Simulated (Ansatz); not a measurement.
(KI)4 cube (K4I4), relaxed as a singlet with RKS r2SCAN-D4/def2-SVP in Ansatz, starting from the GFN2-xTB geometry. Force threshold 0.02 eV/Å.

In the def2 sets I takes a core potential; there is no spin–orbit coupling.

Start:

Cartesian coordinates in Å:
```
I -2.525 1.362 0.945
I 0.844 -2.217 1.951
I -0.531 -1.179 -2.558
I 2.221 2.036 -0.324
K -2.186 -2.004 0.340
K 0.514 1.152 2.512
K 2.491 -1.338 -0.933
K -0.827 2.188 -1.931
```

| step | energy (eV) | largest force component (eV/Å) | SCF passes |
| --- | --- | --- | --- |
| 1 | -97717.1796 | 0.287 | 12 |
| 2 | -97717.2983 | 0.089 | 16 |
| 3 | -97717.3065 | 0.012 | 15 |

Force components are those of the run's own axes.

End:

```xyz
8

I    -2.573    1.405    1.029
I     0.856   -2.211    2.014
I    -0.564   -1.284   -2.756
I     2.282    2.090   -0.283
K    -2.037   -1.866    0.254
K     0.503    1.145    2.459
K     2.297   -1.254   -0.918
K    -0.765    1.974   -1.799
```

By distances, no bond broke or formed. The bond that changes most is I4–K8, from 3.45 to 3.40 Å (atoms count from 1).

No frequencies were taken in this run, so the end may be a saddle point.

It took 21 s on 4 threads of Intel Xeon Platinum 8259CL on a shared host.
